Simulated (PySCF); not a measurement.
A structure optimised at B3LYP-D3(BJ)/def2-SVP, used in a PySCF frequency run:

```xyz
14

C      1.9205     0.6120     0.0629
C      0.9831    -0.3404    -0.1114
N     -0.3855    -0.1735    -0.2058
C     -1.2392    -1.2816     0.1630
C     -0.9298     1.1494    -0.0180
H      2.9749     0.3341     0.0475
H      1.6806     1.6672     0.2017
H      1.2956    -1.3851    -0.2218
H     -2.2137    -1.1989    -0.3451
H     -1.4305    -1.3412     1.2555
H     -0.7752    -2.2299    -0.1473
H     -0.8214     1.5169     1.0245
H     -0.4189     1.8667    -0.6794
H     -1.9997     1.1490    -0.2737
```

Task: Write its SMILES and formula.

Result: C=CN(C)C, C4H9N

Task: What are its rotational constants (standard atomic weights)?

Result: 8.5800, 4.0426, 2.8881 GHz
